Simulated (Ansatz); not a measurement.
Molecule: difluoro(dihydroxy)silane, sum formula H2SiO2F2 (charge 0, singlet). 
Geometry from a B3LYP-D3(BJ)/def2-TZVP (Ansatz, a program for electronic structure) optimisation:
```xyz
7

Si     0.0072     0.0148    -0.0066
F     -0.0197    -0.4533     1.5114
F     -0.7513    -1.1329    -0.8015
O     -0.7413     1.4279    -0.2216
O      1.5308     0.1965    -0.5054
H     -1.6947     1.4470    -0.3304
H      2.2165    -0.3734    -0.1501
```
Charge 0, spin multiplicity 1.

Total electronic energies in hartree. Correlated levels leave the core frozen unless marked. No spin-orbit coupling. Non-relativistic. Basis-set limits of correlation are two-point, X^-3; Hartree-Fock from the larger set (for Q and 5 zeta extrapolated as (X+1)exp(-9√X)). The bracket is a focal-point correction in the basis named.

```csv
level,program,energy (Eh)
HF/STO-3G,Ansatz,-630.60469
HF/aug-cc-pV(Q+d)Z,Ansatz,-639.16691
PBE-D4/def2-TZVPD,Ansatz + dftd4,-640.76247
revPBE-D4/def2-TZVPD,Ansatz + dftd4,?
PBE0-D4/def2-TZVPD,Ansatz + dftd4,-640.78926
BHLYP/def2-TZVPD,Ansatz,-641.12132
CAM-B3LYP/def2-TZVPD,Ansatz,-641.18403
wB97X-V/def2-TZVPD,Ansatz,-641.09214
MP2/6-31G*,Ansatz,-639.70296
"MP2/CBS(cc-pV(T+d)Z,cc-pV(Q+d)Z)",Ansatz,-640.4262
CCSD(T)/aug-cc-pV(Q+d)Z,Ansatz,-640.40632
CCSD(T) with core electrons (1s frozen past Ne)/cc-pwCVTZ,Ansatz,-640.76543
"RI-MP2/CBS(cc-pV(T+d)Z,cc-pV(Q+d)Z)+[CCSD(T)-MP2]/cc-pV(D+d)Z",Ansatz,-640.4537
"RI-MP2/CBS(cc-pV(T+d)Z,cc-pV(Q+d)Z)+[CCSD(T)-MP2]/cc-pV(Q+d)Z",Ansatz,-640.4626
"CCSD(T)/CBS(cc-pV(Q+d)Z,cc-pV(5+d)Z)",Ansatz,-640.4738
```

Q: Some entries are withheld; supply them.

A: 
- revPBE-D4/def2-TZVPD, energy (Eh): -641.07947
